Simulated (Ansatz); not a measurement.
(1) Predict a relaxed structure of [GeBr3]- (GeBr3⁻), charge -1, singlet, at PBE0-D4/def2-SVPD (Ansatz).

Answers

(1) 
```xyz
4

Ge    0.1069    0.8933    0.0731
Br   -0.9818   -0.0266   -1.9609
Br   -1.2419   -0.3011    1.7834
Br    2.1168   -0.5656    0.1044
```
Point group C3v (tolerance 0.1 Å). This is one stationary point.
